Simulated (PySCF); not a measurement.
SnCl, SMILES [Cl][Sn+] (connectivity only; charge and spin as stated), charge +1, multiplicity 1.

Geometry optimised at PBE0-D3(BJ)/def2-TZVP. The multiplicity is an assumed one; other spin states were not compared. The def2 effective core potentials stand for the cores of Sn; spin–orbit coupling is left out.

The numbers are results of PySCF with PBE0/def2-TZVPD, not measurements.

Estimate the frontier levels, gap, dipole moment and polarisability. (An estimate is asked for; the answer gives what the named calculation found.)


```yaml
highest_occupied_level: -15.10 eV
lowest_empty_level: -9.02 eV
orbital_gap: 6.08 eV
dipole_moment_about_the_centre_of_nuclear_charge: 2.84 D
mean_static_polarisability: 40.8 bohr³ (6.05 Å³)
polarisability_principal_values: 32.8, 32.8, 57.0 bohr³
```
